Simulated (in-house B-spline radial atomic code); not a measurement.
# RPA and G0W0 on LDA VWN5: Cu⁺

Configuration [Ar] 3d10, mean-field start LDA VWN5. Computed with an all-electron radial atomic-structure program (B-spline basis): all electrons, scalar-relativistic (spin-free one-electron X2C), finite nucleus, each spin shell either full or empty, empty states to l = 9 with an (l + 1/2)⁻⁴ tail; G0W0 by contour deformation at full frequency.

Command:
```bash
python run_gw.py task.json out
```
Settings (radii: box in bohr, nucleus in fm):
```
Z                        29
electrons                28
configuration            [Ar] 3d10
hamiltonian              x2c
method                   lda,vwn
lmax                     9
rms_radius               3.8823
spin_polarised           False
box_radius               23.78
intervals                71
```

Time taken, with all properties: 2.1 s on 1 thread of Arm Neoverse V1 (shared host).

Energies (hartree):

```csv
term,value
mean-field total,-1651.66252
Hartree-Fock functional on these orbitals,-1652.90235
direct second order,-2.8624
second-order exchange,0.79503
SOSEX correction,0.68541
```

What is the RPA correlation energy, and what remains with SOSEX?

RPA gives -2.2069 hartree (-2.14 eV per electron); RPA + SOSEX gives -1.5215, and the second-order doubles -2.0674 hartree (no singles). SOSEX takes back 31 % of the RPA value.

Quasi-particle levels (eV):

| level | occupied | mean field | Σx - vxc | Σc | QP weight | G0W0 |
| --- | --- | --- | --- | --- | --- | --- |
| 3d | yes | -14.011 | -9.91 | ? | ? | ? |
| 4s | no | -12.144 | 5.96 | -1.89 | 0.923 | -8.078 |

G0W0 = mean field + (Σx - vxc) + Σc, with Σc (partial-wave tail included) taken at the quasi-particle energy. Only the outer levels were computed. Levels of low weight are left out.

Where does G0W0 put 3d?

At -20.153 eV, with Σc = 3.77 eV and a quasi-particle weight of 0.754. The tabulated removal energy is 20.292 eV (NIST, measured); the calculation leaves out spin-orbit coupling, Breit and QED terms, and what these don't explain is the method's own error.
